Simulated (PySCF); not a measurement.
C₃H₈FNSi, SMILES C([Si@@H](NC)F)=C. Atoms are numbered in the order given.

```xyz
14

C      2.6255    -0.1654     0.5625
C      1.5088    -0.8718     0.3467
Si     0.0131    -0.1052    -0.4471
F      0.4342     1.4574    -0.7240
N     -1.3375    -0.2835     0.5868
C     -2.7271    -0.1118     0.2008
H      2.6930     0.8889     0.2701
H      3.5130    -0.6029     1.0361
H      1.4843    -1.9262     0.6533
H     -0.3574    -0.6494    -1.7787
H     -1.1771    -0.2556     1.5885
H     -3.3742    -0.8716     0.6717
H     -3.1302     0.8855     0.4562
H     -2.8239    -0.2348    -0.8897
```

Geometry: ωB97X-D3(BJ)/def2-SVP. The structure was generated by enumeration; whether it is a known compound was not checked. The values are those of a single conformer.

Method: PBE/pcSseg-1 run with PySCF.

GIAO shieldings, no solvent; atoms alike by connectivity are averaged. δ = σ(ref) − σ: ¹³C against TMS (σ = 182.0 ppm); ²⁹Si against TMS (σ = 335.4 ppm); ¹⁹F against CFCl3 (σ = 133.6 ppm); ¹⁵N against NH3 (σ = 267.0 ppm); ¹H against TMS (σ = 31.49 ppm), references at their B3LYP-D3(BJ)/def2-TZVP geometries, non-relativistic.

Computed chemical shifts:
```csv
nucleus,atoms,count,δ (ppm)
¹³C,C1,1,149.4
¹³C,C2,1,140.0
¹³C,C6,1,35.2
²⁹Si,Si3,1,-20.6
¹⁹F,F4,1,-185.9
¹⁵N,N5,1,58.1
¹H,"H7, H8",2,6.75
¹H,H9,1,6.35
¹H,H10,1,5.27
¹H,"H12, H13, H14",3,3.16
¹H,H11,1,1.24
```
